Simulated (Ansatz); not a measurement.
Energy needed to pull apart BH2IO (SMILES OBI), singlet, into free ground-state atoms, from the structure below (displaced at random from a GFN2-xTB minimum); no zero-point or spin–orbit terms; open-shell atoms are treated unrestricted, in their ground-state multiplicity.

```
5
angstrom
O -0.4585 -0.7612 -0.4328
B 0.2947 0.0069 0.1502
I 0.0405 1.9455 0.2321
H -1.4667 -0.7645 -0.5164
H 1.4472 -0.4227 0.3331
```

Computed with Ansatz 0.2.0 (basis: def2-TZVPP); correlated methods freeze the cores. Filled d shells of the heavier atoms are correlated. Core potentials replace the inner electrons of the atoms past krypton. The def2 sets are not built for correlating such inner shells, so the correlated values are less sure here.

```json
{"method": "PBE-D4", "atomization energy (kcal/mol)": "?"}
{"method": "r2SCAN-D4", "atomization energy (kcal/mol)": "396.4"}
{"method": "PBE0-D4", "atomization energy (kcal/mol)": "393.8"}
{"method": "r2SCANh-D4", "atomization energy (kcal/mol)": "393.1"}
{"method": "LC-wPBE", "atomization energy (kcal/mol)": "390.4"}
{"method": "wB97M-V", "atomization energy (kcal/mol)": "392.8"}
{"method": "HF", "atomization energy (kcal/mol)": "277.3"}
{"method": "MP2", "atomization energy (kcal/mol)": "?"}
{"method": "CCSD", "atomization energy (kcal/mol)": "373.3"}
{"method": "CCSD(T)", "atomization energy (kcal/mol)": "380.7"}
```

Task: What does PBE-D4 give? (To be estimated.)

Result: The calculation gives: 403.1 kcal/mol, which is about 22.4 kcal/mol more than CCSD(T)/def2-TZVPP.

Task: What does MP2 give? (Judge from chemistry; the value comes from the calculation.)

Result: By the calculation: 396.3 kcal/mol, which is about 15.6 kcal/mol more than CCSD(T)/def2-TZVPP.

In triple zeta the MP2 and coupled-cluster atomization energies are still short of their basis limit by a few kcal/mol a bond, whereas those of the functionals are nearly converged, so these differences are not deviations from converged CCSD(T).

T1 diagnostic: at most 0.011.

For scale, one of the runs: CCSD(T)/def2-TZVPP forces, 140 basis functions (an equivalent command: `ansatz run in.yaml --threads 4`). Time: 68 s of wall clock on 4 CPU threads; the host was shared. Peak host memory: 1.7 GiB.
